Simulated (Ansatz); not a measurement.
`[OH][Mg][SH]` + HBr → `[OH][Mg][Br]` + H₂S  (ligand exchange at a Mg–S bond)

Program: Ansatz. Geometries: PBE0-D4/def2-TZVP. ΔE: electronic, gas phase. CBS: MP2 limit from def2 TZ/QZ plus the TZ coupled-cluster correction, frozen cores. This one scheme is used for every species. Functionals use def2-TZVPP. For Br, Mg outer-core shells are correlated without core-valence functions, which leaves a few kJ/mol of doubt a bond. Scalar relativity is left out up to krypton. One conformer a species, not always the lowest.

```csv
level,ΔE (kJ/mol)
BLYP-D4,-71.3
r2SCAN,-77.5
```

Problem. What does CCSD(T)/CBS give? (Estimate.)

Solution. The calculation gave: -76.4 kJ/mol. The listed levels differ from it by 5.1, -1.1 kJ/mol.

Largest T1 diagnostic among the species: 0.010.

Leaving LDA and LC-ωPBE aside and taking each functional with its dispersion term where it has one, the values, not all of them listed here, spread over 13.9 kJ/mol, from BHLYP-D4 to PBE-D4. From BLYP to BHLYP (50 % exact exchange), in def2-TZVPP and without D4, ΔE moves by −11.3 kJ/mol. In def2-TZVPP, CCSD(T) changes the Hartree–Fock value by +18.3 kJ/mol (the triples alone add +2.5 kJ/mol) and MP2 by +17.2 kJ/mol.
